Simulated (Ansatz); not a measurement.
`C[SiH2]CBr` → `CCBr` + `[SiH2]`  (silylene formation by 1,1-elimination)

Calculated with Ansatz (gas phase, PBE0-D4/def2-TZVP geometries, no zero-point term in ΔE). CCSD(T)/CBS adds triple-zeta CCSD(T) − MP2 to the extrapolated MP2 energy (def2 sets, frozen cores). This one scheme is used for every species. Functionals use def2-TZVPP. For Br outer-core shells are correlated without core-valence functions, which leaves a few kJ/mol of doubt a bond. Scalar relativity is left out up to krypton. One conformer a species, not always the lowest.

**Question.** Is it downhill or uphill in electronic energy at CCSD(T)/CBS, and by how much? (Estimate.)

**Answer.** The calculation gave: Uphill: ΔE = +268.2 kJ/mol.

**Question.** What do these levels give: r2SCAN0-D4, PBE, BLYP, PBE0, CCSD(T)/def2-TZVPP, HF/CBS(def2)? (Estimate.)

**Answer.** The calculation gave: r2SCAN0-D4 289.5, PBE 261.2, BLYP 233.0, PBE0 270.4, CCSD(T)/def2-TZVPP 259.6, HF/CBS(def2) 240.7 kJ/mol.

Largest T1 diagnostic among the species: 0.014.

From BLYP to BHLYP (50 % exact exchange), in def2-TZVPP and without D4, ΔE moves by +24.7 kJ/mol. In def2-TZVPP, CCSD(T) changes the Hartree–Fock value by +19.8 kJ/mol (the triples alone add +5.2 kJ/mol) and MP2 by +41.6 kJ/mol. Leaving LDA and LC-ωPBE aside and taking each functional with its dispersion term where it has one, the values, not all of them listed here, spread over 37.9 kJ/mol, from BLYP-D4 to r2SCAN0-D4. LDA lies +33.5 kJ/mol from PBE without D4.
